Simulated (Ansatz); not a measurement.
Cost and result for the atomization energy of Cl$_{3}$FH$_{2}$SSi$_{2}$ (`F[Si](Cl)(Cl)S[SiH2]Cl`) (9 atoms, 8 bonds).

| atom | x (Å) | y (Å) | z (Å) |
| --- | --- | --- | --- |
| F1 | -1.797 | 0.604 | 1.326 |
| Si2 | -1.485 | 0.508 | -0.221 |
| Cl3 | -3.246 | 0.409 | -1.207 |
| Cl4 | -0.492 | 2.204 | -0.711 |
| S5 | -0.405 | -1.240 | -0.661 |
| Si6 | 1.445 | -0.749 | 0.303 |
| Cl7 | 2.761 | 0.119 | -0.996 |
| H8 | 1.203 | 0.183 | 1.423 |
| H9 | 2.015 | -2.038 | 0.744 |

The species carries charge 0 and has multiplicity 1. Geometry: relaxed with PBE0-D4/def2-TZVP. It is one conformer, not always the lowest. Program: Ansatz. All runs use 2 threads of an AMD EPYC 7R13 on a shared host and a share of an NVIDIA H100 80 GB. Times are those of one run each, without the atoms' runs, and a repeat can differ threefold. Electronic energies, without spin–orbit coupling; frozen cores. CCSD(T)/CBS adds CCSD(T) − MP2 in def2-TZVPP to the MP2 limit, and its time is that of the two runs behind it. T1 = 0.011. B3LYP takes the VWN-RPA correlation (the form of Gaussian; ORCA's B3LYP/G).

CCSD(T)/CBS is a level of theory with its own doubt, some kJ/mol a heavy atom from the limit and from the frozen cores, so smaller differences don't rank the functionals.

```
                             level  functions  wall time
                 B2PLYP/def2-TZVPP        311      5.5 s
                CCSD(T)/def2-TZVPP        311      6.5 s
                    MP2/def2-QZVPP        537        7 s
r2SCAN-D4/def2-TZVPP (with forces)        311        8 s
 B3LYP-D4/def2-TZVPP (with forces)        311        8 s
   PBE-D4/def2-TZVPP (with forces)        311        9 s
                PBE0-D4/def2-TZVPP        311        9 s
                ωB97X-V/def2-TZVPP        311       10 s
  ωB97M-V/def2-TZVPP (with forces)        311       10 s
                 CCSD(T)/CBS(def2)          –       14 s
```

Task: What atomization energy does each give, and how far from CCSD(T)/CBS? (Estimate.)

Result: Computed: 
```tsv
level	atomization (kJ/mol)	difference from CCSD(T)/CBS	per bond
B2PLYP/def2-TZVPP	3019.1	-91.2	-11.4
CCSD(T)/def2-TZVPP	2987.4	-122.9	-15.4
MP2/def2-QZVPP	3185.2	74.9	9.4
r2SCAN-D4/def2-TZVPP (with forces)	3128.5	18.2	2.3
B3LYP-D4/def2-TZVPP (with forces)	3045.9	-64.4	-8.0
PBE-D4/def2-TZVPP (with forces)	3131.6	21.3	2.7
PBE0-D4/def2-TZVPP	3090.5	-19.8	-2.5
ωB97X-V/def2-TZVPP	3126.9	16.6	2.1
ωB97M-V/def2-TZVPP (with forces)	3125.3	15.0	1.9
CCSD(T)/CBS(def2)	3110.3	0.0	0.0
```

The D4 term adds +72.3 kJ/mol with B3LYP and +38.2 kJ/mol with PBE0; it sums over pairs of atoms, weighted by their polarisabilities, and B3LYP, whose exchange is more repulsive, gets the larger term. In def2-TZVPP, CCSD(T) changes the Hartree–Fock value by +707.3 kJ/mol (the triples alone add +64.1 kJ/mol) and MP2 by +831.9 kJ/mol; breaking electron pairs costs correlation energy, which Hartree–Fock lacks. From PBE to PBE0 (25 % exact exchange), in def2-TZVPP and without D4, the atomization energy moves by −35.3 kJ/mol: exact exchange takes away binding that semilocal exchange gives to molecules.
